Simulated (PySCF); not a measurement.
Structure problem from calculated spectra and properties.

Formula: C3H7NOSi.

| Quantity | Value |
| --- | --- |
| Valence photoelectron | vertical ionisation energy: 8.99 eV [ΔSCF B3LYP/def2-SVPD] |
| UV, first state | lowest singlet excitation: 5.47 eV (227 nm, f = 0.008) [TDDFT B3LYP/def2-SVPD] |
| Rotational structure | rotational constants A, B, C: 7.372, 1.731, 1.595 GHz [PBE0-D3(BJ)/def2-SVP] |
| UV, strongest line | among the 10 lowest singlet transitions: S5 at 6.59 eV (188 nm, f = 0.081) [TDDFT B3LYP/def2-SVPD] |
| 13C NMR | chemical shifts (computed TMS as zero) by class: 168.5 (1 C), -4.1 (2 C) ppm [GIAO PBE/pcSseg-2] |
| Polarisability | 73.8 au [B3LYP/def2-SVPD] |
| Triplet | lowest triplet excitation (Tamm–Dancoff): 4.97 eV [TDA B3LYP/def2-SVPD] |

Gas-phase values; electronic properties from PySCF, density fitting. Levels stand in brackets. Geometry: PBE0-D3(BJ)/def2-SVP, one conformer, isolated molecule. NMR classes are plain means over equivalent atoms (diastereotopic ones count apart unless rotation or inversion swaps them), as if these changed places fast.

Task: Give a SMILES that accounts for the data.

Result: Numbering: `[O:1]=[CH:2][NH:3][SiH:4]1[CH2:5][CH2:6]1`. Its formula, C3H7NOSi, gives 2 degrees of unsaturation: 1 ring and 1 π bond in the structure found. 3 carbons fall into 2 classes; from least to most shielded: amide carbonyl carbon [C2] (168.5 ppm), ring sp3 carbon bound to silicon [C5/C6] (-4.1 ppm, 2 C, up to 4.8 ppm apart in this geometry). The first electron is taken from the HOMO, whose largest Löwdin shares are 0.27 on an sp3 carbon bound to silicon, 0.26 on the SiH silicon, 0.23 on an sp3 carbon bound to silicon and 0.06 on the amide nitrogen. The optimised geometry has point group C1 and is an asymmetric top. Structure: `O=CN[SiH]1CC1`. Computed isomers that give other values at the same levels: `CCO[SiH2]C#N` (rotational constant A: 5.411 GHz; this holds for the one conformer computed); `C=C[SiH2]C(N)=O` (rotational constant A: 5.600 GHz; this holds for the one conformer computed); `C=NC(=C)O[SiH3]` (rotational constant A: 4.954 GHz; this holds for the one conformer computed). The assignments are read from this structure; whether some other isomer fits the data as well wasn't checked.

The values belong to the conformer `[O:1]=[CH:2][NH:3][SiH:4]1[CH2:5][CH2:6]1`: O1–C2–N3–Si4 1°, C2–N3–Si4–C5 -151°.
